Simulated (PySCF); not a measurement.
## C₆ coefficients of unlike pairs at TPSS

Calculated with PySCF 2.14 from the dipole response of each species, C₆(A,B) = (3/π) ∫ α_A(iu) α_B(iu) du, in atomic units, from isotropic polarisabilities. For ions this is the dispersion term alone; charge-induced terms of lower order in 1/R come first.

| species | configuration | basis | relativity | α (bohr³) | C₆ (like pair) |
| --- | --- | --- | --- | --- | --- |
| F³⁺ | [He] 2s2 2p2 (3P) | aug-cc-pVDZ-DK (4s3p2d) | spin-free X2C | 0.9494 | 0.8503 |
| Rb | [Kr] 5s1 (2S) | aug-cc-pVQZ-X2C (9s8p6d3f2g) | spin-free X2C | 449.4 | 7666 |
| La³⁺ | [Xe] (1S) | def2-TZVPPD with the def2 core potential (46 electrons) (6s5p3d2f1g) | core potential | 7.587 | 46.29 |
| In³⁺ | [Kr] 4d10 (1S) | aug-cc-pVTZ-DK3 (8s7p5d2f) | spin-free X2C | 2.696 | 7.305 |

(1) Estimate C₆ for La³⁺ with F³⁺.

No spin-orbit coupling is included.

The other pairs:

```tsv
pair	C₆
Rb, F³⁺	35.67
In³⁺, Rb	102.6
La³⁺, Rb	282.3
In³⁺, F³⁺	2.486
In³⁺, La³⁺	18.22
```

Answers

(1) The integral gives 6.176. The combination rule 2 C_A C_B / (C_A α_B/α_A + C_B α_A/α_B) gives 6.254 and the geometric mean 6.274.
